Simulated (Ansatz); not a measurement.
Ansatz (a quantum-chemistry and plane-wave program) input (RI-MP2/def2-QZVPPD):
A basis named .json is the Basis Set Exchange file of that set.

Ansatz 0.2 input:
```yaml
crystal:
  periodic: [false, false, false]
  atoms:
    - {symbol: C, position_ang: [-2.59887679, 0.66679994, 0.24626298]}
    - {symbol: C, position_ang: [-1.70017789, -0.37122283, -0.42240555]}
    - {symbol: C, position_ang: [-2.00427810, -1.80051141, 0.02135770]}
    - {symbol: Ge, position_ang: [0.18950287, 0.05295112, -0.07989469]}
    - {symbol: Cl, position_ang: [0.62949629, -0.03371960, 2.03416480]}
    - {symbol: Cl, position_ang: [1.51308294, -1.33467169, -1.07245125]}
    - {symbol: Cl, position_ang: [0.70085036, 2.03572034, -0.76522655]}
    - {symbol: H, position_ang: [-2.37883387, 1.67910600, -0.09341448]}
    - {symbol: H, position_ang: [-2.49160904, 0.64018688, 1.33210762]}
    - {symbol: H, position_ang: [-3.64415172, 0.45207486, 0.01068325]}
    - {symbol: H, position_ang: [-1.78470251, -0.29248702, -1.50963654]}
    - {symbol: H, position_ang: [-3.04245599, -2.04468598, -0.21690648]}
    - {symbol: H, position_ang: [-1.87598644, -1.91436404, 1.09925009]}
    - {symbol: H, position_ang: [-1.36465878, -2.52925461, -0.47702336]}
basis:
  gaussian:
    orbitals: def2-QZVPPD.json
    fitting: {mean_field: def2-universal-jkfit, correlation: def2-QZVPPD-RIFIT.json}
magnetization: {spin_polarized: false}
correlation: {method: mp2, electrons: outside_noble_gas}
```

End of the output:

```
integrals: 3.24 GiB planned
1001 factors; integrals over basis functions are off by at most 1.6e0 eV
2.98 GiB of device memory are held for the factors and their scratch space
mean field: 6.25 GiB planned
mean field evaluation 1: about -97191.0935 eV, gradient 4.1e1 eV
mean field evaluation 2: about -97194.5366 eV, gradient 2.2e1 eV
mean field evaluation 4: about -97195.5127 eV, gradient 2.0e0 eV
mean field evaluation 8: about -97195.5219 eV, gradient 1.7e-6 eV
mean field -97195.52194183 eV, -3571.8695498713 hartree, gradient 1.7e-6 eV, S^2 0.000000; 0 other end points of the search recorded, 0 dependent functions left out
32 core orbitals not correlated
1789 factors; their error is unknown
reference -97195.52194183 eV, -3571.8695498713 hartree; 22, 22 occupied and 698, 698 virtual orbitals, 1789 factors
second order -35.54746375 eV of doubles, -0.00000000 eV of singles
Total energy: -97231.06940558 eV, -3573.1758950692 hartree
```
